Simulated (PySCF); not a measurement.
Electron correlation in Kr (krypton, neutral)

Starting occupation: [Kr]. Calculation: PySCF 2.14, in x2c-TZVPPall-2c with one added diffuse shell each of s, p, d type (7s8p5d1f, 63 functions); X2C-1e with screened-nucleus spin-orbit coupling, Gaussian nucleus. Frozen: [Ne]; 26 electrons correlated; the 6 highest virtual spinors left out.

MP2 pair energies summed by pair of shells (mhartree):

| pair | energy | share (%) |
| --- | --- | --- |
| 4p3/2-4p3/2 | -56.37 | 13.1 |
| 4p1/2-4p3/2 | -54.65 | 12.7 |
| 3d3/2-3d5/2 | -43.92 | 10.2 |
| 3d5/2-3d5/2 | -29.90 | 7.0 |
| 4p3/2-4s1/2 | -26.99 | 6.3 |
| 3d5/2-3p3/2 | -26.66 | 6.2 |
| 3d3/2-3p3/2 | -18.24 | 4.3 |
| 4p1/2-4p1/2 | -14.48 | 3.4 |
| 3d5/2-3p1/2 | -13.82 | 3.2 |
| 4p1/2-4s1/2 | -13.61 | 3.2 |
| 3d3/2-3d3/2 | -12.17 | 2.8 |
| 3d5/2-4p3/2 | -11.74 | 2.7 |
| 3d5/2-3s1/2 | -10.67 | 2.5 |
| 3p1/2-3p3/2 | -10.42 | 2.4 |
| 3p3/2-3p3/2 | -9.12 | 2.1 |
| 3d3/2-3p1/2 | -8.45 | 2.0 |
| 4s1/2-4s1/2 | -7.49 | 1.7 |
| 3d3/2-4p3/2 | -7.23 | 1.7 |
| 3d3/2-3s1/2 | -7.05 | 1.6 |
| 3d5/2-4s1/2 | -6.44 | 1.5 |
| 3p3/2-3s1/2 | -6.41 | 1.5 |
| 3d5/2-4p1/2 | -5.72 | 1.3 |
| 3d3/2-4p1/2 | -4.20 | 1.0 |
| 3d3/2-4s1/2 | -4.20 | 1.0 |
| 3p1/2-3s1/2 | -3.24 | 0.8 |
| 3p3/2-4p3/2 | -3.04 | 0.7 |
| 3p3/2-4s1/2 | -2.05 | 0.5 |
| 3p1/2-3p1/2 | -2.00 | 0.5 |
| 3p3/2-4p1/2 | -1.83 | 0.4 |
| 3p1/2-4p3/2 | -1.63 | 0.4 |

Total MP2 correlation energy: -428.73 mhartree.

```
level  correlation energy (mhartree)
 CCSD                        -419.87
```

Diagnostics: T1 = 0.0028, largest double amplitude 0.034.

Cost of the coupled-cluster step: 270 s of wall time on 4 threads of Neoverse-V2 (shared host), for 26 occupied and 84 virtual spinors.

Iterations:

```
Init t2, MP2 energy = -0.428732960130293
CCSD nocc = 26, nmo = 110
Init t2, MP2 energy = -0.428732960130293
Init E_corr(GCCSD) = -0.428732960130293
cycle = 1  E_corr(GCCSD) = -0.411396992864998  dE = 0.0173359673  norm(t1,t2) = 0.0380032
cycle = 2  E_corr(GCCSD) = -0.420239690894077  dE = -0.00884269803  norm(t1,t2) = 0.00866309
cycle = 3  E_corr(GCCSD) = -0.419530763674382  dE = 0.00070892722  norm(t1,t2) = 0.00252088
cycle = 4  E_corr(GCCSD) = -0.419871885574458  dE = -0.0003411219  norm(t1,t2) = 0.000717787
cycle = 5  E_corr(GCCSD) = -0.419879448989668  dE = -7.56341521e-06  norm(t1,t2) = 0.000108623
cycle = 6  E_corr(GCCSD) = -0.419867792225706  dE = 1.1656764e-05  norm(t1,t2) = 2.10614e-05
cycle = 7  E_corr(GCCSD) = -0.419868332881143  dE = -5.40655437e-07  norm(t1,t2) = 6.49716e-06
cycle = 8  E_corr(GCCSD) = -0.419868598058981  dE = -2.65177838e-07  norm(t1,t2) = 8.12615e-07
cycle = 9  E_corr(GCCSD) = -0.419868543494387  dE = 5.45645937e-08  norm(t1,t2) = 1.9746e-07
cycle = 10  E_corr(GCCSD) = -0.419868545364081  dE = -1.86969418e-09  norm(t1,t2) = 3.53896e-08
GCCSD converged
E(GCCSD) = -2788.68110162905  E_corr = -0.4198685453640813
```

This basis was not built for core-valence correlation, so the inner-shell part is incomplete.
